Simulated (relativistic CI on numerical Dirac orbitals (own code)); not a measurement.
**K+: sensitivity of the levels to the model**

Base calculation: Dirac-Coulomb-Breit CI, separate exchange-only KLI orbitals for each configuration, model QED, valence Slater integrals scaled by 0.85, P86 correlation energy added to each configuration.

Configuration list (outside the closed core [Ne]): 3s²3p⁶, 3s²3p⁵4s, 3s²3p⁵3d, 3s²3p⁵4p, 3s3p⁶3d, 3s²3p⁵5s, 3s²3p⁵4d, 3s²3p⁵5p, 3s²3p⁵4f, 3s²3p⁵6s, 3s²3p⁵5d, 3s²3p⁵6p, 3s²3p⁵5f, 3s²3p⁵5g, 3s²3p⁵6d. Double excitations out of closed p, d and f shells are left out; levels of such configurations are missing from the list, as are those of other unlisted configurations, and high levels can miss mixing partners.

The lowest level and the first level of each name with at least 55 % of one term (blank where a level has no safe partner in the second run):

```tsv
Level	Base (cm⁻¹)	Shift (cm⁻¹)
3s²3p⁶ ¹S0	0.0	0.0
3s²3p⁵4s ³P°2	163471.1	+718.7
3s²3p⁵3d ³P°0	164379.8	+2081.8
3s²3p⁵3d ³P°2	166655.9	-194.3
3s²3p⁵4s ³P°0	166947.2	-2757.4
3s²3p⁵4s ¹P°1	167824.5	-157.6
3s²3p⁵3d ³F°4	170966.6	+373.1
3s²3p⁵3d ³F°3	171787.1	-447.3
3s²3p⁵3d ³F°2	172502.2	-1162.5
3s²3p⁵3d ³D°3	180766.2	+420.3
3s²3p⁵3d ¹D°2	181282.1	-95.6
3s²3p⁵3d ³D°1	181778.3	-591.7
3s²3p⁵3d ³D°2	181845.7	-659.2
3s²3p⁵3d ¹F°3	182061.1	-748.8
3s²3p⁵4p ³S1	183868.9	+351.2
3s²3p⁵4p ³D3	186563.0	+842.3
3s²3p⁵4p ³D2	186879.2	+526.1
3s²3p⁵4p ³D1	187703.5	-298.2
3s²3p⁵4p ³P0	189776.7	-331.6
3s²3p⁵4p ³P1	190193.9	-748.8
3s²3p⁵4p ¹S0	195154.6	-3.4
3s²3p⁵5s ³P°2	212377.9	+978.1
```

For a near-neutral ion this model can misplace configurations by up to about 10,000 cm⁻¹ (more where the count of f electrons changes) and terms by 10 to 25 % of their spread. Rates follow the energies as ν³ (E1, M1) or ν⁵ (E2), so they and the lifetimes can be off by large factors. The fine structure of a lone outer electron comes out too small, for d and f at times inverted, and misplaced configurations move strength between like terms. 5 of the 7 excited levels that our extract of the measured tables holds in this range could be paired (the sources list more); they are missed by 1358 cm⁻¹ on average and 1798 at most, and levels without a partner can miss by more.

Problem. One thing was changed in a second run, which moved the levels as shown. Which?
A. Breit term removed
B. no correlation estimate
C. non-relativistic limit
D. configuration mixing switched off
E. Slater integrals left unscaled
F. QED terms removed
G. one mean potential for all configurations

Solution. C. Non-relativistic limit. Without relativity the fine structure collapses and s electrons lose their extra binding.

LS names give the leading component of a level, which can be under half, so a name can repeat, a term be missing and a line seem to break the LS rules.
